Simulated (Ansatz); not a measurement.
The cluster Au₃I₂, relaxed as a doublet with UKS PBE-D4/def2-SVP in Ansatz, starting from the GFN2-xTB geometry. Force threshold 0.02 eV/Å.

In the def2 sets Au, I take a core potential; there is no spin–orbit coupling. The gap within one spin of the charge 0 doublet nearly closes, so an electron or hole may be smeared out by delocalisation error. The relaxation made no stability test and no search for a lower SCF solution. No other spin state of charge 0 was run. Another isomer (doublet) lies 0.59 eV lower at PBE0-D4/def2-TZVP; other spin states weren't run for this one.

Start:

Cartesian coordinates in Å:
```
Au -2.099 0.992 -0.664
Au 0.493 1.293 -0.754
Au -0.596 -0.846 0.485
I 3.096 1.632 -0.869
I -0.894 -3.072 1.802
```

```tsv
step	energy (eV)	largest force component (eV/Å)	SCF passes
1	-27288.7663	0.445	47
2	-27288.8047	0.241	36
3	-27288.8419	0.202	34
4	-27288.8529	0.086	35
5	-27288.8545	0.017	28
```

Force components are those of the run's own axes.

End:

```xyz
5

Au   -2.0859    1.1900   -0.7806
Au    0.5453    1.0987   -0.6369
Au   -0.9805   -0.8488    0.4731
I     3.0699    1.5870   -0.8423
I    -0.5487   -3.0267    1.7868
```

By distances, no bond broke or formed. The bond that changes most is Au2–I4, from 2.63 to 2.58 Å (atoms count from 1).

No frequencies were taken in this run, so the end may be a saddle point.

Hardware: 4 threads of Intel Xeon on a shared host. Wall time 14 s.
